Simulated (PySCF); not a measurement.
## Molecular orbitals of PSe⁺

PBEsol at R = 1.966 Å; PySCF, no relativity, basis sets P def2-SVP, Se def2-SVP. State: ¹Σ⁺ (singlet), closed shell. Only the outer orbitals are listed, counted within each symmetry.

```
orbital  occ.  ε (eV)  on P (%)           main shells (%)
    10σ     2  -26.47        32           62 Se s, 25 P s
    11σ     2  -20.36        57  57 P s, 31 Se s, 11 Se p
    12σ     2  -15.29        55   41 Se p, 41 P p, 14 P s
     5π     2  -15.01        38           61 Se p, 37 P p
     5π     2  -15.01        38           61 Se p, 37 P p
     6π     0  -11.16        61           61 P p, 38 Se p
     6π     0  -11.16        61           61 P p, 38 Se p
    13σ     0   -6.28        58           52 P p, 39 Se p
```

Problem. Which are the highest filled and the lowest empty level, where do they sit, and how wide is the gap?

Solution. Highest filled 5π at -15.01 eV (in %: 61 Se p, 37 P p); lowest empty 6π at -11.16 eV (in %: 61 P p, 38 Se p); the gap at PBEsol is 3.85 eV.

The bond order (Mayer) is 2.81. The ⟨S²⟩ is 0.000, the charge on P (Mulliken, basis-dependent) is 0.57 and the charge on P (Löwdin, basis-dependent) is 0.55. The dipole moment (positive dipole points towards Se; it is taken about the centre of mass and depends on that origin) is -2.19 D.
